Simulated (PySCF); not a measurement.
Job file and geometry (Å, from GFN2-xTB) of an NMR shielding run on SMILES C[C@@H](CN)N[SiH2]S, C₃H₁₂N₂SSi, GIAO PBE0/pcSseg-1 NMR shielding, non-relativistic, gas phase (PySCF); density fitting, a coarse starting grid and PySCF grid level 2 are the driver's defaults:

```
$ OMP_NUM_THREADS=1 python probes_run.py task.json out

{"job": {"kind": "nmr", "xc": "PBE0", "basis": "pcSseg-1"}, "charge": 0, "multiplicity": 1}
C     -1.031513     0.907535     0.882318
C     -0.381264    -0.144170    -0.016288
C     -1.296190    -0.537184    -1.197284
N     -2.502816    -1.257454    -0.850514
N      0.888014     0.314127    -0.535022
Si     2.366974     0.099942     0.292335
S      3.881991     0.928055    -0.984895
H     -0.355627     1.167699     1.693402
H     -1.956807     0.533238     1.313904
H     -1.250890     1.807359     0.310369
H     -0.172537    -1.039557     0.580600
H     -0.717063    -1.166758    -1.878647
H     -1.590434     0.366831    -1.739064
H     -2.275070    -2.111742    -0.352826
H     -3.097079    -0.696159    -0.250418
H      0.775309     1.111478    -1.145891
H      2.583607    -1.336291     0.435189
H      2.577081     0.804464     1.555300
H      3.544510     0.257838    -2.074537
```

Task: What does the program print?

Result: 
```
coarse grid: 16072 points
cycle   1  E = -918.0727540393  dE =  6.062e-01  |g| = 5.248e-01  |ddm| = 3.789e+00
cycle   2  E = -918.0530630680  dE =  1.969e-02  |g| = 6.241e-01  |ddm| = 1.148e+00
cycle   3  E = -918.1390075192  dE = -8.594e-02  |g| = 6.899e-02  |ddm| = 6.467e-01
cycle   4  E = -918.1398608255  dE = -8.533e-04  |g| = 3.260e-02  |ddm| = 9.805e-02
cycle   5  E = -918.1400886550  dE = -2.278e-04  |g| = 6.838e-03  |ddm| = 3.590e-02
cycle   6  E = -918.1400974174  dE = -8.762e-06  |g| = 2.638e-03  |ddm| = 8.537e-03
final grid: 143744 points
cycle   7  E = -918.1788305348  dE = -3.888e-05  |g| = 1.057e-02  |ddm| = 3.520e-02
cycle   8  E = -918.1788179624  dE =  1.257e-05  |g| = 1.297e-02  |ddm| = 2.229e-02
cycle   9  E = -918.1788561773  dE = -3.821e-05  |g| = 7.680e-04  |ddm| = 1.226e-02
cycle  10  E = -918.1788562820  dE = -1.047e-07  |g| = 2.674e-04  |ddm| = 8.503e-04
cycle  11  E = -918.1788562963  dE = -1.435e-08  |g| = 6.388e-05  |ddm| = 2.636e-04
cycle  12  E = -918.1788562970  dE = -7.133e-10  |g| = 2.441e-05  |ddm| = 8.348e-05
converged SCF energy = -918.1788562970

GIAO shielding tensors (ppm)
atom      isotropic    diamagn.    paramagn.     s11        s22        s33       span
  0 C      163.356     249.919     -86.563    148.090    156.635    185.343     37.253
  1 C      130.365     245.065    -114.701    111.456    122.624    157.013     45.557
  2 C      127.898     245.976    -118.078     99.004    129.070    155.621     56.617
  3 N      230.043     316.843     -86.800    203.004    230.306    256.820     53.816
  4 N      208.381     326.207    -117.826    168.774    192.983    263.386     94.612
  5 Si     381.779     880.313    -498.534    336.934    368.859    439.543    102.609
  6 S      742.573    1057.014    -314.441    638.154    708.255    881.309    243.155
  7 H       30.330      31.906      -1.576     25.981     29.324     35.686      9.705
  8 H       30.233      32.138      -1.905     25.280     28.933     36.486     11.206
  9 H       31.262      32.161      -0.899     28.485     28.900     36.402      7.918
 10 H       29.592      34.808      -5.216     25.890     30.556     32.331      6.441
 11 H       28.589      31.140      -2.551     23.121     30.439     32.208      9.087
 12 H       29.530      31.390      -1.861     24.863     30.869     32.857      7.994
 13 H       31.407      32.144      -0.737     24.732     28.866     40.624     15.892
 14 H       30.852      31.870      -1.018     24.184     29.405     38.966     14.782
 15 H       31.785      36.260      -4.474     23.622     32.815     38.919     15.296
 16 H       26.475      30.314      -3.839     22.351     25.452     31.623      9.271
 17 H       26.439      29.238      -2.799     22.078     25.286     31.953      9.874
 18 H       31.406      31.378       0.028     23.410     28.443     42.365     18.954
```

Task: Turn these shieldings into chemical shifts. Referencing at the same level of theory: TMS for 13C (σref 186.93) and 29Si (σref 349.16) and 1H (σref 31.72); 15N (σref 267.73) vs NH3; 33S (σref 503.73) against CS2.

Result: Averaging equivalent atoms: C 2: 59.0; C 1: 56.6; C 0: 23.6; N 4: 59.3; N 3: 37.7; Si 5: -32.6; S 6: -239; H 17: 5.28; H 16: 5.24; H 11: 3.13; H 12: 2.19; H 10: 2.12; H 7/8/9: 1.11; H 13/14: 0.59; H 18: 0.31; H 15: -0.07 ppm. Experimental scales use liquid or dissolved standards, which lie at an offset from isolated NH3 (liquid NH3: subtract about 20 ppm).

Size and cost of the density-fitted run: 193 basis functions, 60 s wall time on 1 thread of an Arm Neoverse N1, shared host; peak memory 0.79 GiB.
